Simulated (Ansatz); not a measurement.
Input for Ansatz (a quantum-chemistry and plane-wave program): SC-NEVPT2 on CASSCF(6,4)/cc-pV(T+d)Z on ClFSi (SMILES F[Si]Cl), a point of a bond scan (R = 5.661 Å). Files ending in .json are basis or fitting sets from the Basis Set Exchange.

Ansatz 0.2 input:
```yaml
crystal:
  periodic: [false, false, false]
  atoms:
    - {symbol: Si, position_ang: [0.34761579, 0.26750639, 0.78195685]}
    - {symbol: F, position_ang: [0.95036201, 1.34196481, -0.25474125]}
    - {symbol: Cl, position_ang: [-2.72233943, -2.96778948, -2.70390053]}
basis:
  gaussian:
    orbitals: cc-pV_T+d_Z.json
    pivot_positions_ang: [[0.34761579, 0.26750639, 0.78195685], [0.95036201, 1.34196481, -0.25474125], [-2.72233943, -2.96778948, -2.70390053]]
magnetization: {spin_polarized: false}
correlation: {method: sc_nevpt2, electrons: outside_noble_gas, active_space: {window: {electrons: 6, orbitals: 4}}}
output: {orbitals: {seedname: ./end}}
```

The log:

```
WARN ansatz: RAYON_NUM_THREADS=1 ignored (pool sized by the plan → 1); use --threads N
Functional definition: HF
integrals: 0.04 GiB planned
759 factors; integrals over basis functions are off by at most 3.8e-4 eV
mean field: 0.24 GiB planned
mean field evaluation 1: about -23067.3844 eV, gradient 3.4e1 eV
mean field evaluation 2: about -23067.4347 eV, gradient 3.4e1 eV
mean field evaluation 4: about -23068.5532 eV, gradient 2.5e1 eV
mean field evaluation 8: about -23070.2213 eV, gradient 8.7e-1 eV
mean field evaluation 16: about -23070.3138 eV, gradient 5.5e-2 eV
mean field evaluation 32: about -23070.3134 eV, gradient 5.2e-2 eV
mean field evaluation 64: about -23069.4201 eV, gradient 7.7e0 eV
mean field -23070.31396844 eV, -847.8184007198 hartree, gradient 3.6e-6 eV, S^2 0.000000; 7 other end points of the search recorded, 0 dependent functions left out; unrestricted orbitals would lower it
reference -23070.31396844 eV, -847.8184007198 hartree; 20, 20 occupied and 88, 88 virtual orbitals, 759 factors
configuration interaction: 0.18 GiB planned
configuration interaction: 0.00 GiB planned
state -23072.31944990 eV, -847.8921008041 hartree
state -23072.31944990 eV, -847.8921008041 hartree; corrected -23085.70123243 eV, -848.3838722414 hartree
WARN: 2 active orbitals are nearly empty or full. The corrections depend on them more than the energy does, and are more stable in an active space without them
Total energy: -23085.70123243 eV, -848.3838722414 hartree
```

Self-consistency was reached.

Warnings raised: idle orbitals.

Cost: very roughly 16 core-seconds.
